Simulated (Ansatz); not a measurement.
B2FH3O (`BOBF`). Total charge 0; spin multiplicity 1.

Cartesian coordinates in Å:
```
B 0.878 0.509 -0.698
O -0.364 -0.037 -0.569
B -0.894 -0.496 0.599
F -2.110 -0.997 0.555
H 1.588 0.610 0.263
H 1.208 0.869 -1.788
H -0.305 -0.459 1.638
```

(1) Give the diagnostics of a CCSD(T)/def2-TZVPP run (frozen core, Ansatz). (An estimate is asked.)

Results:

(1) Computed: T1 = 0.0131, largest single amplitude 0.029, largest double 0.024, (T) share of the correlation energy 3.1 %, 9 CCSD cycles. The RHF solution is stable towards an unrestricted one. T1 lies under the customary mark of 0.02 for closed shells.
